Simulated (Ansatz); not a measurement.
FHPb (SMILES [F][PbH]) at its CCSD(T)/def2-TZVPP minimum, average atomic masses, point group Cs.
(charge 0, multiplicity 1):
```json
[
 {"atom": "Pb", "x (Å)": "-0.0586", "y (Å)": "-0.1066", "z (Å)": "0.1215"},
 {"atom": "H", "x (Å)": "-1.0357", "y (Å)": "-1.0587", "z (Å)": "-1.1584"},
 {"atom": "F", "x (Å)": "0.6939", "y (Å)": "1.2188", "z (Å)": "-1.2632"}
]
```

Frozen-core correlation. Filled d and f shells under p-block atoms count as core.

The values were computed with Ansatz (Gaussian basis) for Hartree–Fock, density functionals and correlated methods. Each number belongs to the level named beside it. In def2 rows elements past Kr take small-core potentials, without spin–orbit coupling.

Harmonic frequencies (cm⁻¹): 531 557 1578.

Work out the rotational constants, the zero-point energy, and the ideal-gas entropy and heat capacity at 298.15 K and 1 bar (rigid rotor, harmonic oscillator).


Principal moments 3.496, 73.874, 77.370 u Å² give 16.8576/I = 4.822, 0.2282, 0.2179 cm⁻¹. Zero point: Σω/2 = 1333 cm⁻¹ = 3.81 kcal/mol. Translation R(1.5 ln M + 2.5 ln T − 1.1517) with M = 227.206 u: 176.52 J/(mol K). Rotation with σ = 1: q = 10798.1, S = R(ln q + 3/2) = 89.69. Vibration, summed over R(u/(eᵘ − 1) − ln(1 − e⁻ᵘ)) with u = 1.43878ω/T: 4.70, of which the lowest mode gives 2.45. S° = 270.9 J/(mol K); C_p = 4R + 9.89 = 43.15 J/(mol K).

Ansatz is a quantum-chemistry and plane-wave program.
